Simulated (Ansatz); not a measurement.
Born–Oppenheimer molecular dynamics of ClH5OSn (8 atoms, charge 0, multiplicity 1). It starts at the highest image of a converged band, a first-order saddle point between two minima.

Level of theory: RKS revPBE-D4/def2-SVP in Ansatz 0.2.0.

```json
{
  "ensemble": "NVE (velocity Verlet)",
  "time step": "0.5 fs",
  "steps asked": "200",
  "starting velocities drawn for": "300 K",
  "seed": "7903"
}
```

First frame:

```xyz
8
Properties=species:S:1:pos:R:3
Sn 0.049 0.220 -0.117
H 1.083 -0.500 1.622
H 1.394 -0.298 -1.060
Cl -0.690 2.109 -1.428
H -1.372 -0.704 0.156
O 0.336 1.560 1.609
H 0.870 2.368 1.445
H 0.923 0.538 1.871
```

Problem. How far do the bonds stretch over the last three quarters of this one trajectory? (Pairs bonded in most of those frames.)

Solution. 
```csv
bond,mean (Å),spread (Å),shortest,longest
Sn1–H2,1.752,0.067,1.65,1.86
Sn1–H3,1.750,0.027,1.71,1.80
Sn1–Cl4,2.453,0.068,2.33,2.52
Sn1–H5,1.736,0.028,1.69,1.79
O6–H7,0.979,0.011,0.96,1.00
O6–H8,0.980,0.024,0.94,1.02
```

Pairs bonded in part of these frames only: Sn1–O6 14 %.

Mean temperature of the second half: 1385 K. The conserved energy stayed within 0.11 meV per atom of its start (net change -0.039 meV per atom), so the integration is sound. The kinetic energy rose, since the run started high on the potential surface and went downhill. It ends in pieces (ClH3Sn + H2O), so much of that is their flight and rotation, not heat. A run of 0.1 ps of so small a system gives no equilibrium averages. The orbitals stay closed-shell, which can raise the energy where a bond breaks towards radicals; this wasn't checked here.

Time of the run: 7 min on 1 thread of Arm Neoverse V2, on a shared host, peak memory 0.14 GiB.
